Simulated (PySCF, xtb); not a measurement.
Mg(NMe2)(SeH) (C₂H₇MgNSe), SMILES [N](C)(C)[Mg][SeH]. Other conformers were not sampled.

Harmonic wavenumbers (cm⁻¹) from GFN2-xTB (xtb) at its own minimum, in rising order: 22, 52, 113, 166, 218, 257, 262, 302, 386, 403, 493, 957, 1037, 1069, 1119, 1162, 1211, 1401, 1414, 1457, 1468, 1488, 1496, 2079, 2693, 2712, 2898, 2906, 2920, 2929.

### Question
What does PBE-D3(BJ)/def2-SVP (PySCF) give at its own minimum? (The exact figures need the calculation; the answer reports its results.)

### Answer
59, 82, 90, 160, 188, 208, 260, 290, 385, 482, 607, 985, 1054, 1069, 1113, 1197, 1231, 1381, 1385, 1388, 1406, 1431, 1448, 2343, 2844, 2852, 2877, 2891, 2994, 2995. Paired by order, the mean absolute difference is 50 cm⁻¹ and the zero-point energies are 53.0 and 53.9 kcal/mol.
